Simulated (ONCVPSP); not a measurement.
## Which change was made? (Ga, ONCV)

Ga (Z = 31), optimised norm-conserving Vanderbilt (ONCV), made with ONCVPSP 4.0.1 (PBE, scalar-relativistic). Core [Ar], reference 3d10 4s2 4p1. Waves: 4s: rc 1.80 bohr, ncon 4, nbas 9, qcut 3 1/bohr, 2 projectors, debl 2.9 Ha; 4p: rc 2.35 bohr, ncon 4, nbas 7, qcut 3.1 1/bohr, 2 projectors, debl 1.3 Ha; 3d: rc 0.80 bohr, ncon 5, nbas 9, qcut 18.4 1/bohr, 2 projectors, debl 0.5 Ha. Local part: polynomial inside 0.65 bohr (lpopt 5, dvloc0 0 Ha). Core correction: none.

In the d channel the program set the typed energies aside and used -0.704, 0.250 Ha.

Cutoffs, loose and tight: the cutoffs (Ha) at which the residual kinetic energy of the hardest occupied pseudo-wave falls to 1 and 0.1 mHa per electron. They do not see the model core or the augmentation charge, which bear on the density cutoff. Test errors are all-electron minus pseudo excitation energies from the reference, over the configurations 3d10 4s2 4p0; 3d10 4s1 4p0; 3d10 4s0 4p0; 3d10 4s1 4p1; variants that change the core or the reference have their own tests. The largest error is taken over the tests solved by every variant that gives reliable tests at all, those not shown here included: 3d10 4s1 4p0; 3d10 4s1 4p1; 3d10 4s2 4p0.

The base gives: outcome: generated, projector energies reset by the program; cutoff, loose: 149 Ha; cutoff, tight: 170 Ha; bound ghosts: s, p; GHOST(+) flags above zero: none; largest test error (meV): +5.7.

Question: After one change the result is: outcome: generated, projector energies reset by the program; cutoff, loose: 461 Ha; cutoff, tight: 505 Ha; bound ghosts: s, p; GHOST(+) flags above zero: d; largest test error (meV): +6.4. Which change was it?
A. reference 3d10 4s1; wave 4p: rc 2.35 bohr, ncon 4, nbas 7, qcut 3.1 1/bohr, 2 projectors, debl 1.3 Ha becomes p scattering state at 0.25 Ha: rc 2.35 bohr, ncon 4, nbas 7, qcut 3.1 1/bohr, 2 projectors, debl 1.3 Ha
B. d: qcut 11.7
C. s: qcut 3.8; p: qcut 3.9; d: qcut 23.4

Answer: B. The others give: reference 3d10 4s1; wave 4p: rc 2.35 bohr, ncon 4, nbas 7, qcut 3.1 1/bohr, 2 projectors, debl 1.3 Ha becomes p scattering state at 0.25 Ha: rc 2.35 bohr, ncon 4, nbas 7, qcut 3.1 1/bohr, 2 projectors, debl 1.3 Ha → outcome: generated, projector energies reset by the program; cutoff, loose: 149 Ha; cutoff, tight: 170 Ha; bound ghosts: s; GHOST(+) flags above zero: none; largest test error (meV): +40 over the solved tests; 2 of 4 tests not solved or not reliable | s: qcut 3.8; p: qcut 3.9; d: qcut 23.4 → outcome: generated, projector energies reset by the program; cutoff, loose: 185 Ha; cutoff, tight: 213 Ha; bound ghosts: s, p; GHOST(+) flags above zero: none; largest test error (meV): +6.0.
